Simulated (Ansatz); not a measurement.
**Nudged elastic band run: C2H8Al2S**

The input (input.yaml):

```yaml
crystal:
  periodic: [false, false, false]
  atoms:
    - { symbol: C, position_ang: [-2.708775, -0.735524, -0.134934] }
    - { symbol: Al, position_ang: [-0.929782, -0.478998, 0.697318] }
    - { symbol: C, position_ang: [0.744154, -0.881306, -0.295631] }
    - { symbol: S, position_ang: [0.931895, 0.931869, -0.977304] }
    - { symbol: Al, position_ang: [2.79489, 1.827203, -0.073893] }
    - { symbol: H, position_ang: [-2.904279, -1.788807, -0.327141] }
    - { symbol: H, position_ang: [-2.764545, -0.220946, -1.091099] }
    - { symbol: H, position_ang: [-3.507758, -0.358469, 0.495749] }
    - { symbol: H, position_ang: [-0.72267, 0.079988, 2.187933] }
    - { symbol: H, position_ang: [0.691415, -1.513734, -1.167364] }
    - { symbol: H, position_ang: [1.618922, -1.129409, 0.287162] }
    - { symbol: H, position_ang: [3.689505, 0.887447, 0.848449] }
    - { symbol: H, position_ang: [3.087326, 3.345887, -0.434443] }
basis:
  gaussian: { orbitals: "6-31G" }
hamiltonian:
  xc: hf
neb:
  order_check: false
  images: 7
  f_tol: 0.05
  max_iterations: 55
  initial_path: idpp
  final_atoms:
    - { symbol: C, position_ang: [-2.70727146, -0.76559188, -0.11452948] }
    - { symbol: Al, position_ang: [-0.90618764, -0.55297408, 0.6812338] }
    - { symbol: C, position_ang: [0.73671679, -0.82101454, -0.40415778] }
    - { symbol: S, position_ang: [0.88255688, 1.05596932, -0.89578024] }
    - { symbol: Al, position_ang: [2.78468321, 1.86463572, 0.00784368] }
    - { symbol: H, position_ang: [-3.48343404, -0.34951719, 0.52006239] }
    - { symbol: H, position_ang: [-2.93947669, -1.81729801, -0.27429807] }
    - { symbol: H, position_ang: [-2.76311051, -0.27467792, -1.08265633] }
    - { symbol: H, position_ang: [-0.65698773, -0.15264499, 2.21502068] }
    - { symbol: H, position_ang: [0.6577398, -1.35971704, -1.33490169] }
    - { symbol: H, position_ang: [1.6342192, -1.11749976, 0.11827421] }
    - { symbol: H, position_ang: [3.73102775, 0.83863003, 0.77344883] }
    - { symbol: H, position_ang: [3.04982243, 3.41690133, -0.19475801] }
```

Run as:

```bash
$ ansatz run input.yaml --threads 1 --pin off --max-ram 2048MiB --backend cpu --events-out ev --progress --plain --runs-dir out
```

Output, in part (warnings, iteration lines, the closing report on the highest movable image, with atoms numbered from 0):

```
NEB end point (image 0): max|allowed force component| = 1.011e-2 eV/Å (the criterion of neb.relax_end_points is 1.000e-2)
NEB end point (image 8): max|allowed force component| = 1.172e-2 eV/Å (the criterion of neb.relax_end_points is 1.000e-2)
NEB iter   1: max|band force component| = 4.890e-1 eV/Å  barrier→ = 0.0632 eV  barrier← = 0.0634 eV  CI = image 4  Δτ_max = 0.1320 Å  (262 SCF iters)
NEB iter   2: max|band force component| = 2.115e-1 eV/Å  barrier→ = 0.0141 eV  barrier← = 0.0144 eV  CI = image 4  Δτ_max = 0.0407 Å  (151 SCF iters)
NEB iter   3: max|band force component| = 7.543e-2 eV/Å  barrier→ = 0.0029 eV  barrier← = 0.0031 eV  CI = image 4  Δτ_max = 0.0131 Å  (160 SCF iters)
NEB iter   4: max|band force component| = 4.032e-2 eV/Å  barrier→ = 0.0021 eV  barrier← = 0.0023 eV  CI = image 5  Δτ_max = 0.0000 Å  (378 SCF iters)
Total energy: -26167.38724646 eV, -961.6337444154 hartree
Atom 0 at    -2.587781    -1.079674    -0.333161 Å, force    -0.007338     0.001033     0.013262 eV/Å
Atom 1 at    -0.808929    -0.823985     0.500566 Å, force    -0.005369    -0.002580     0.007047 eV/Å
Atom 2 at     0.846445    -0.602368    -0.575414 Å, force    -0.011177     0.033050    -0.007317 eV/Å
Atom 3 at     0.722951     1.341583    -0.611635 Å, force     0.002866    -0.029292    -0.003960 eV/Å
Atom 4 at     2.510611     2.168575     0.486460 Å, force     0.002349     0.000448    -0.000597 eV/Å
Atom 5 at    -3.225079    -1.703902     0.288059 Å, force    -0.000770     0.003773    -0.008723 eV/Å
Atom 6 at    -2.518813    -1.535584    -1.316362 Å, force     0.009491     0.002260     0.001611 eV/Å
Atom 7 at    -3.092752    -0.123207    -0.453321 Å, force     0.000271    -0.002626    -0.003690 eV/Å
Atom 8 at    -0.606680    -0.752371     2.091325 Å, force     0.005180    -0.002007    -0.001437 eV/Å
Atom 9 at     0.836973    -0.912456    -1.607983 Å, force     0.004388     0.001329     0.000273 eV/Å
Atom 10 at     1.780907    -0.884230    -0.113603 Å, force     0.004021    -0.006193     0.002673 eV/Å
Atom 11 at     3.597415     1.126681     1.003484 Å, force    -0.001136     0.000600     0.000119 eV/Å
Atom 12 at     2.565032     3.746141     0.656385 Å, force    -0.002777     0.000205     0.000739 eV/Å
Dipole moment:     0.333064    -0.233468     0.103660 e Å
```

The forces met the threshold. The top lies less than 8 meV above the higher end, about what the thresholds resolve: the motion is nearly free. A vibrational analysis at the climbing image gives no mode beyond 40i cm⁻¹: the surface is too flat there to confirm a saddle point. Limits of this set-up: no polarisation functions.

Final band (atoms are numbered from 1 in the order of the input):

```json
{"image": "0", "path coordinate (Å)": "0.00", "energy (kJ/mol)": "0.0", "dihedral H8–C1–Al2–H9 (°)": "6"}
{"image": "1", "path coordinate (Å)": "0.47", "energy (kJ/mol)": "0.0", "dihedral H8–C1–Al2–H9 (°)": "22"}
{"image": "2", "path coordinate (Å)": "0.93", "energy (kJ/mol)": "0.1", "dihedral H8–C1–Al2–H9 (°)": "38"}
{"image": "3", "path coordinate (Å)": "1.40", "energy (kJ/mol)": "0.1", "dihedral H8–C1–Al2–H9 (°)": "54"}
{"image": "4", "path coordinate (Å)": "1.86", "energy (kJ/mol)": "0.2", "dihedral H8–C1–Al2–H9 (°)": "70"}
{"image": "5", "path coordinate (Å)": "2.32", "energy (kJ/mol)": "0.2", "dihedral H8–C1–Al2–H9 (°)": "86"}
{"image": "6", "path coordinate (Å)": "2.78", "energy (kJ/mol)": "0.1", "dihedral H8–C1–Al2–H9 (°)": "102"}
{"image": "7", "path coordinate (Å)": "3.24", "energy (kJ/mol)": "0.0", "dihedral H8–C1–Al2–H9 (°)": "119"}
{"image": "8", "path coordinate (Å)": "3.70", "energy (kJ/mol)": "0.0", "dihedral H8–C1–Al2–H9 (°)": "135"}
```

Time of the run: 100 s on 1 thread of AMD EPYC 7R43 64-Core Processor (Zen 3), on a shared host, peak memory 0.16 GiB.
